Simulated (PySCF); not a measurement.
BO, SMILES [B]=O, multiplicity 2. Atoms are numbered in the order given.

```xyz
2

B      0.0000     0.0000    -0.7399
O      0.0000     0.0000     0.4624
```
Charge 0, spin multiplicity 2.

Geometry: B3LYP-D3(BJ)/def2-TZVPD.

These are M06-2X/def2-TZVPD run with PySCF values and carry that method's errors.

Mulliken values depend strongly on the basis, most of all with diffuse functions as here. ESP charges are fitted to the potential on shells at 1.4 to 2.0 van der Waals radii. Atomic charges (e):

```csv
atom,ESP fit,meta-Löwdin,Mulliken,Mulliken spin
B1,0.44,…,0.22,1.04
O2,-0.44,…,-0.22,-0.04
```

Complete the blanks. (The exact figures need the calculation; the answer reports its results.)


- B1, meta-Löwdin: 0.38
- O2, meta-Löwdin: -0.38
